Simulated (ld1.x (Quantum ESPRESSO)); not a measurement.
**Configuration tests for Ti (Z = 22) (PAW)**

```json
{
 "Element": "Ti (Z = 22)",
 "Generator": "ld1.x (Quantum ESPRESSO) 7.5",
 "Type": "PAW",
 "Functional": "PBEsol",
 "Relativity": "scalar-relativistic",
 "Frozen core": "[Ne]",
 "Valence charge": "12",
 "Reference configuration": "3s2 3p6 3d2 4s2 4p0",
 "Partial waves": "3s (bound): rcut 1.35, rcutus 1.45 bohr; 4s (bound): rcut 1.35, rcutus 1.45 bohr; 3p (bound): rcut 1.50, rcutus 1.70 bohr; 4p (bound, empty): rcut 1.50, rcutus 1.70 bohr; 3d (bound): rcut 1.50, rcutus 2.05 bohr; 3d channel at 4.15 Ry: rcut 1.50, rcutus 2.05 bohr",
 "Local potential": "all-electron potential smoothed inside 1.90 bohr (lloc = -2)",
 "Core correction": "Bessel-smoothed model core inside 1.00 bohr",
 "Augmentation charge": "PSQ, inside the norm-conserving radii"
}
```

Energies are relative to the spin-unpolarised reference configuration 3s2 3p6 3d2 4s2 4p0; without spin polarisation the order of configurations can differ from experiment. Not all tests gave a result: 1 of 7 tests not solved or not reliable. Left out of the table: 3s2 3p6 3d0 4s0 4p0 (solver errors, printed error -676 eV).

Question: Give the all-electron excitation energy and the error of the potential for: 3s2 3p6 3d2 4s1 4p0; 3s2 3p6 3d2 4s0 4p0; 3s2 3p6 3d1 4s0 4p0; 3s1 3p6 3d2 4s2 4p0; 3s2 3p6 3d3 4s0 4p0; 3s2 3p6 3d2 4s1.5 4p0.

Answer:

```
valence configuration  charge  ΔE all-electron (eV)  error AE − PS (meV)
  3s2 3p6 3d2 4s1 4p0      +1                 7.359                 -1.0
  3s2 3p6 3d2 4s0 4p0      +2                20.830                 -4.8
  3s2 3p6 3d1 4s0 4p0      +3                47.726                  -11
  3s1 3p6 3d2 4s2 4p0      +1                69.473                  -19
  3s2 3p6 3d3 4s0 4p0      +1                 7.361                 -5.3
3s2 3p6 3d2 4s1.5 4p0    +0.5                 2.944                 -0.3
```

Levels in the configuration 3s2 3p6 3d3 4s0 4p0:

```tsv
level	all-electron (eV)	pseudo (eV)
3s	-65.279	-65.267
3p	-41.803	-41.792
3d	-7.976	-7.964
```
